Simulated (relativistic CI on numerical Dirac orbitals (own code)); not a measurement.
# Radial parameters of Sm XXXV

Computed by Dirac-Coulomb-Breit CI, KLI orbitals optimised for each configuration, a model potential for QED, unscaled Slater integrals (own radial code, finite nucleus).

Slater integrals F^k, G^k are unscaled and averaged over j, outside the closed core [Ne]; ζ comes from projecting the Hamiltonian with its Breit term on Σ l·s of the shell.

- 3s²3p⁶3d⁹4s: ζ(3d) = 88573, G^2(3d,4s) = 46430 cm⁻¹; <r>(3d) = 0.2218, <r^2>(3d) = 0.05741, <r>(4s) = 0.5, <r^2>(4s) = 0.2809 (bohr units).
- 3s²3p⁶3d⁹4p: ζ(3d) = 88589, F^2(3d,4p) = 141820, G^1(3d,4p) = 46031, G^3(3d,4p) = 46537, ζ(4p) = 218350 cm⁻¹; <r>(3d) = 0.2219, <r^2>(3d) = 0.05743, <r>(4p) = 0.5093, <r^2>(4p) = 0.2934 (bohr units).
- 3s²3p⁶3d⁹4d: ζ(3d) = 88545, F^2(3d,4d) = 149420, F^4(3d,4d) = 75717, G^0(3d,4d) = 47791, G^2(3d,4d) = 60928, G^4(3d,4d) = 48113, ζ(4d) = 27350 cm⁻¹; <r>(3d) = 0.2219, <r^2>(3d) = 0.05747, <r>(4d) = 0.5062, <r^2>(4d) = 0.2929 (bohr units).

Averages of the first 10 configurations, taken without configuration mixing, which lowers the lowest level and can move excited configurations by several eV; other configurations of the list can lie among them:

```csv
Configuration,Parity,States,Average energy above the lowest level (eV)
3s²3p⁶3d¹⁰,even,1,0.1
3s²3p⁶3d⁹4s,even,20,944.5
3s²3p⁶3d⁹4p,odd,60,1041.4
3s²3p⁶3d⁹4d,even,100,1170.5
3s²3p⁵3d¹⁰4s,odd,12,1304.8
3s²3p⁶3d⁹4f,odd,140,1292.0
3s²3p⁵3d¹⁰4p,even,36,1401.8
3s²3p⁶3d⁸4s²,even,45,1919.7
3s²3p⁶3d⁸4s4p,odd,540,2011.3
3s²3p⁵3d¹⁰4d,odd,60,1530.3
```
